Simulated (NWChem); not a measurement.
ZnH₂SO; SMILES [OH][Zn][SH]

```xyz
5

Zn    -0.0156    -0.3671     0.0067
O      0.0072    -2.1367    -0.0897
H     -0.0973    -2.5939     0.7505
S     -0.0494     1.8005    -0.0181
H      1.2984     1.8914     0.0539
```
Atoms are numbered in this order, from 1.

Results from NWChem. All runs use the structure optimised with PBE0/def2-SVP.

Question: Predict the results for PBE/pcseg-2. Quantities: highest occupied level (eV); orbital gap (eV); dipole (D).

Answer: 
```
Property                     Value
---------------------------  -----
highest occupied level (eV)  -6.26
orbital gap (eV)              4.37
dipole (D)                    1.52
```
